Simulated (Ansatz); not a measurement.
Geometry optimisation, RKS PBE/def2-SVP in Ansatz.

The input (input.yaml):

```yaml
crystal:
  periodic: [false, false, false]
  atoms:
    - { symbol: B, position_ang: [0.0, 0.0, 0.0] }
    - { symbol: O, position_ang: [0.0, 0.0, 1.76] }
    - { symbol: H, position_ang: [-0.9095, -0.2814, 2.0971] }
    - { symbol: O, position_ang: [1.2211, 0.0, -0.705] }
    - { symbol: H, position_ang: [1.5209, -0.9519, -0.8599] }
    - { symbol: O, position_ang: [-1.2211, 0.0, -0.705] }
    - { symbol: H, position_ang: [-1.7308, -0.8467, -0.4965] }
    - { symbol: Cl, position_ang: [0.0968, 2.0475, 0.6811] }
    - { symbol: H, position_ang: [0.0529, 1.1186, 1.6763] }
basis:
  gaussian: { orbitals: def2-SVP }
hamiltonian:
  xc: pbe
relax:
  f_tol: 0.15
  max_steps: 25
  restrain:
    - { distance: [0, 7], at: 3.06, k: 30.0 }
    - { distance: [8, 1], at: 2.21, k: 30.0 }
    - { distance: [0, 1], at: 1.41, k: 30.0 }
    - { distance: [8, 7], at: 1.37, k: 30.0 }
```

Run as:

```bash
$ ansatz run input.yaml --threads 2 --pin off --max-ram 3072MiB --backend cpu --events-out ev --progress --plain --runs-dir out
```

**Question.** Where does it end, and by what steps?

**Answer.** The run converged. The restraints hold the end off the free minimum. After 17 steps the energy has fallen by 2.756 eV (the restraints' own energy left out); H5 moved furthest, 0.73 Å. Parted: B1–Cl8, O2–H9.

```tsv
step	energy less start (eV)	largest force component (eV/Å)	accepted
0	0.0000	5.209	yes
1	-0.8470	2.378	yes
2	-1.3056	2.208	yes
3	-1.7245	2.242	yes
4	-2.1007	1.223	yes
5	-2.2408	0.957	yes
6	-2.3403	0.747	yes
7	-2.3089	1.423	no
8	-2.4148	0.718	yes
9	-2.4849	0.931	yes
10	-2.6095	0.764	yes
11	-2.6979	0.642	yes
12	-2.7377	0.559	yes
13	-2.7412	0.596	yes
14	-2.7535	0.487	yes
15	-2.7478	0.677	yes
16	-2.7548	0.672	yes
17	-2.7555	0.668	yes
```

```xyz
9
Properties=species:S:1:pos:R:3
B 0.023 -0.447 0.223
O -0.156 -0.480 1.611
H -1.084 -0.562 1.885
O 1.325 -0.415 -0.191
H 1.374 -0.300 -1.155
O -0.989 -0.523 -0.713
H -1.887 -0.440 -0.353
Cl 0.044 2.597 0.625
H 0.379 1.656 1.516
```

Run time: 2.9 min on 2 threads of Intel(R) Xeon(R) Processor @ 2.50GHz (Skylake/Cascade Lake), on a shared host, peak memory 0.14 GiB.
